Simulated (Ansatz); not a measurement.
Cost and result for the atomization energy of `OBC(F)[SiH3]` (11 atoms, 10 bonds).

```xyz
11

O     0.117    0.452    1.984
B    -0.509   -0.424    1.163
C     0.208   -0.794   -0.176
F    -0.449   -1.834   -0.849
Si    0.318    0.696   -1.360
H    -0.382    0.659    2.776
H    -1.587   -0.876    1.436
H     1.240   -1.117    0.017
H     1.202    1.723   -0.754
H     0.876    0.242   -2.658
H    -1.034    1.272   -1.580
```

The species carries charge 0 and has multiplicity 1. The geometry is a stationary point of PBE0-D4/def2-TZVP. It is one conformer, not always the lowest. Program: Ansatz. All runs use 4 threads of an Arm Neoverse V2 on a shared host. Times are those of one run each, without the atoms' runs, and a repeat can differ threefold. Electronic energies, without spin–orbit coupling; frozen cores. CCSD(T)/CBS adds CCSD(T) − MP2 in def2-TZVPP to the MP2 limit, and its time is that of the two runs behind it. T1 = 0.013. B3LYP takes the VWN-RPA correlation (the form of Gaussian; ORCA's B3LYP/G).

CCSD(T)/CBS is a level of theory with its own doubt, some kJ/mol a heavy atom from the limit and from the frozen cores, so smaller differences don't rank the functionals.

```json
{"level": "PBE-D4/def2-TZVPP (with forces)", "functions": "250", "wall time": "2.1 s"}
{"level": "PBE0-D4/def2-TZVPP", "functions": "250", "wall time": "2.4 s"}
{"level": "r2SCAN-D4/def2-TZVPP (with forces)", "functions": "250", "wall time": "3.9 s"}
{"level": "B3LYP-D4/def2-TZVPP (with forces)", "functions": "250", "wall time": "4 s"}
{"level": "B2PLYP/def2-TZVPP", "functions": "250", "wall time": "4.3 s"}
{"level": "ωB97X-V/def2-TZVPP", "functions": "250", "wall time": "6.5 s"}
{"level": "ωB97M-V/def2-TZVPP (with forces)", "functions": "250", "wall time": "9.5 s"}
{"level": "MP2/def2-QZVPP", "functions": "478", "wall time": "19 s"}
{"level": "CCSD(T)/def2-TZVPP", "functions": "250", "wall time": "2.3 min"}
{"level": "CCSD(T)/CBS(def2)", "functions": "–", "wall time": "2.6 min"}
```

What atomization energy does each give, and how far from CCSD(T)/CBS? (An estimate is asked.)

Computed: 
```json
{"level": "PBE-D4/def2-TZVPP (with forces)", "atomization (kcal/mol)": "966.4", "difference from CCSD(T)/CBS": "15.0", "per bond": "1.5"}
{"level": "PBE0-D4/def2-TZVPP", "atomization (kcal/mol)": "949.6", "difference from CCSD(T)/CBS": "-1.8", "per bond": "-0.2"}
{"level": "r2SCAN-D4/def2-TZVPP (with forces)", "atomization (kcal/mol)": "956.0", "difference from CCSD(T)/CBS": "4.6", "per bond": "0.5"}
{"level": "B3LYP-D4/def2-TZVPP (with forces)", "atomization (kcal/mol)": "952.7", "difference from CCSD(T)/CBS": "1.3", "per bond": "0.1"}
{"level": "B2PLYP/def2-TZVPP", "atomization (kcal/mol)": "942.9", "difference from CCSD(T)/CBS": "-8.5", "per bond": "-0.8"}
{"level": "ωB97X-V/def2-TZVPP", "atomization (kcal/mol)": "956.2", "difference from CCSD(T)/CBS": "4.8", "per bond": "0.5"}
{"level": "ωB97M-V/def2-TZVPP (with forces)", "atomization (kcal/mol)": "956.4", "difference from CCSD(T)/CBS": "5.0", "per bond": "0.5"}
{"level": "MP2/def2-QZVPP", "atomization (kcal/mol)": "957.9", "difference from CCSD(T)/CBS": "6.5", "per bond": "0.6"}
{"level": "CCSD(T)/def2-TZVPP", "atomization (kcal/mol)": "927.7", "difference from CCSD(T)/CBS": "-23.7", "per bond": "-2.4"}
{"level": "CCSD(T)/CBS(def2)", "atomization (kcal/mol)": "951.4", "difference from CCSD(T)/CBS": "0.0", "per bond": "0.0"}
```

In def2-TZVPP, CCSD(T) changes the Hartree–Fock value by +220.2 kcal/mol (the triples alone add +12.4 kcal/mol) and MP2 by +236.3 kcal/mol; breaking electron pairs costs correlation energy, which Hartree–Fock lacks. The D4 term adds +7.6 kcal/mol with B3LYP and +4.0 kcal/mol with PBE0; it sums over pairs of atoms, weighted by their polarisabilities, and B3LYP, whose exchange is more repulsive, gets the larger term. From PBE to PBE0 (25 % exact exchange), in def2-TZVPP and without D4, the atomization energy moves by −16.1 kcal/mol: exact exchange takes away binding that semilocal exchange gives to molecules.
